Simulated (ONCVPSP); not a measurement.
Before and after: ONCV potential for chromium (Cr)

chromium (Cr), optimised norm-conserving Vanderbilt (ONCV), made with ONCVPSP 4.0.1 (PBE, non-relativistic). Core [Ne] 3s2, reference 3p6 3d5 4s0.5 (charge +0.5). Waves: 4s: rc 2.45 bohr, ncon 4, nbas 8, qcut 2.7 1/bohr, 2 projectors, debl 0.9 Ha; 3p: rc 1.05 bohr, ncon 5, nbas 8, qcut 7.2 1/bohr, 2 projectors, debl 3.9 Ha; 3d: rc 1.55 bohr, ncon 4, nbas 9, qcut 10 1/bohr, 2 projectors, debl 2.7 Ha. Local part: polynomial inside 0.80 bohr (lpopt 5, dvloc0 1 Ha). Core correction: none.

Change: s: rc 2.56.

Cutoffs: the cutoffs (Ha) at which the residual kinetic energy of the hardest occupied pseudo-wave falls to 1 and 0.1 mHa per electron; they do not see the model core or the augmentation charge, which bear on the density cutoff. Errors are all-electron minus pseudo energies relative to the spin-unpolarised reference configuration.

How do hardness, ghosts and transferability respond?

The potential gets neither clearly harder nor softer (60 Ha and 156 Ha → 60 Ha and 156 Ha); both files keep a bound ghost (s); the errors of the 4 common tests hardly move.

| quantity | base | changed |
| --- | --- | --- |
| cutoff, loose | 60 Ha | 60 Ha |
| cutoff, tight | 156 Ha | 156 Ha |
| loose cutoff by channel | s 3.2 Ha, p 60 Ha, d 38 Ha | s 3.1 Ha, p 60 Ha, d 38 Ha |
| bound ghosts | s | s |
| GHOST(+) flags under 300 eV | none | none |
| error for 3p6 3d5 4s1, meV [ΔE -2.65 eV] | -2.0 | -1.9 |
| error for 3p6 3d5 4s0, meV [ΔE 4.13 eV] | -1.7 | -1.6 |
| error for 3p6 3d4 4s0, meV [ΔE 20.28 eV] | +30 | +29 |
| error for 3p6 3d4 4s1 4p1, meV [ΔE 0.98 eV] | -14 | -13 |
| p: phases at 1.07 bohr within 0.05 rad from the reference energy up to (Ha; the scan ends near 5) | to the end of the scan | to the end of the scan |
| d: phases at 1.58 bohr within 0.05 rad from the reference energy up to (Ha; the scan ends near 5) | to the end of the scan | to the end of the scan |

 A true bound ghost makes a file unfit for plane-wave use even where its test errors are small: the radial tests pick states by their node count and pass the ghost by.
